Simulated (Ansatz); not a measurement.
Reaction (redistribution): `F[SiH](F)Br` + `OC([SiH3])N[SiH3]` → `F[SiH](Br)N[SiH3]` + `OC(F)[SiH3]`

Gas-phase electronic energies from Ansatz, PBE0-D4/def2-TZVP geometries. CBS: MP2 limit from def2 TZ/QZ plus the TZ coupled-cluster correction, frozen cores. DFT in def2-TZVPP. B3LYP here is the variant with VWN-RPA as its local correlation; programs differ in this. For Br outer-core shells are correlated without core-valence functions, which leaves a few kJ/mol of doubt a bond. Scalar relativity is left out up to krypton. One conformer a species, not always the lowest.

(1) Is it downhill or uphill in electronic energy at CCSD(T)/CBS, and by how much? (An estimate is asked.)

(2) What do these levels give: B3LYP-D4, ωB97M-V, B2PLYP, PBE, PBE0, MP2/def2-TZVPP? (Estimate.)

Largest T1 diagnostic among the species: 0.012.

## Answers

(1) Computed: Uphill: ΔE = +76.0 kJ/mol.

(2) The calculation gave: B3LYP-D4 70.7, ωB97M-V 69.1, B2PLYP 72.2, PBE 66.9, PBE0 68.3, MP2/def2-TZVPP 80.8 kJ/mol.

In def2-TZVPP, CCSD(T) changes the Hartree–Fock value by +9.0 kJ/mol (the triples alone add +0.6 kJ/mol) and MP2 by +15.0 kJ/mol.
